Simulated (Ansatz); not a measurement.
`F[SiH](F)Br` + `C[SiH](N)[SiH2]O` → `N[SiH](F)Br` + `C[SiH](F)[SiH2]O`  (redistribution)

Program: Ansatz. Geometries: PBE0-D4/def2-TZVP. ΔE: electronic, gas phase. CCSD(T)/CBS is the MP2 limit (def2-TZVPP, def2-QZVPP) plus CCSD(T) − MP2 in def2-TZVPP, frozen cores. Functionals use def2-TZVPP. For Br outer-core shells are correlated without core-valence functions, which leaves a few kJ/mol of doubt a bond. Scalar relativity is left out up to krypton. One conformer a species, not always the lowest.

Task: Is it downhill or uphill in electronic energy at CCSD(T)/CBS, and by how much? (Estimate.)

Result: Ansatz gave: Downhill: ΔE = -0.09 eV.

Task: What do these levels give: LDA (SPW92), PBE0-D4, B2PLYP, BLYP, CCSD/def2-SVP, CCSD/def2-TZVPP, CCSD(T)/def2-TZVPP, HF/def2-QZVPP, MP2/def2-QZVPP, SCS-MP2/def2-QZVPP, MP2/CBS(def2), CCSD/CBS(def2)? (An estimate is asked.)

Result: Computed: LDA (SPW92) -0.04, PBE0-D4 -0.09, B2PLYP -0.12, BLYP -0.15, CCSD/def2-SVP -0.08, CCSD/def2-TZVPP -0.09, CCSD(T)/def2-TZVPP -0.07, HF/def2-QZVPP -0.22, MP2/def2-QZVPP -0.08, SCS-MP2/def2-QZVPP -0.11, MP2/CBS(def2) -0.09, CCSD/CBS(def2) -0.12 eV.

Largest T1 diagnostic among the species: 0.012.

In def2-TZVPP, CCSD(T) changes the Hartree–Fock value by +0.14 eV (the triples alone add +0.02 eV) and MP2 by +0.15 eV. The D4 term adds +0.04 eV with B3LYP and +0.02 eV with PBE0; it sums over pairs of atoms, weighted by their polarisabilities, and B3LYP, whose exchange is more repulsive, gets the larger term.

B3LYP here is the variant with VWN-RPA as its local correlation; programs differ in this.
